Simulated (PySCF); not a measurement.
Electron correlation in Os (osmium, neutral)

[Xe] 4f14 5d6 6s2, high-spin 5D determinant. All numbers are calculated (PySCF 2.14, scalar relativity through the core potential, in aug-cc-pVTZ-PP with one added diffuse shell each of s, p, d, f, g type with ECP60MDF (7s7p6d4f3g, 113 functions)). Frozen: 5s2 5p6; 8 electrons correlated.

MP2 pair energies summed by pair of shells (mhartree):

| pair | energy | share (%) |
| --- | --- | --- |
| 5d-5d | -99.96 | 52.9 |
| 5d-6s | -70.00 | 37.0 |
| 6s-6s | -18.99 | 10.0 |

Total MP2 correlation energy: -188.95 mhartree.

Same-spin part -80.91 and opposite-spin part -108.04 mhartree; SCS-MP2 scales them by 1/3 and 6/5 to -156.62 mhartree.
